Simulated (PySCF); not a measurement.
# Electronic structure of Sb (antimony, neutral) at the PBE0 level

Configuration: [Kr] 4d10 5s1 5p3 6s1, high-spin 6S determinant (an excited configuration). All numbers are calculated (PySCF 2.14, scalar relativity through the core potential, in aug-cc-pwCVTZ-PP with ECP28MDF (8s7p6d4f1g, 96 functions)).

```json
{
  "Total energy": "-239.7917 hartree",
  "One-electron energy": "-415.4946 hartree",
  "Hartree (Coulomb) energy": "194.9736 hartree",
  "Exchange-correlation energy": "-19.2706 hartree",
  "⟨S²⟩": "8.7518",
  "⟨L²⟩": "0.000",
  "Sum of ⟨r⟩": "33.17 bohr",
  "Sum of ⟨r²⟩": "86.69 bohr²"
}
```

| shell | electrons | mean orbital energy (eV) | rms radius, mean of both spins (bohr) |
| --- | --- | --- | --- |
| 4s α | 1 | -162.16 | 0.847 |
| 4s β | 1 | -161.67 | 0.847 |
| 4p α | 3 | -113.64 | 0.916 |
| 4p β | 3 | -113.20 | 0.916 |
| 4d α | 5 | -41.201 | 1.11 |
| 4d β | 5 | -40.537 | 1.11 |
| 5s α | 1 | -19.821 | 2.29 |
| 5p α | 3 | -10.165 | 2.81 |
| 6s α | 1 | -2.227 | 6.24 |

Energies and moments cover only the electrons outside the core potential. The outer electron is Rydberg-like, and this basis confines it to a smaller radius and binds it less than a complete one would.
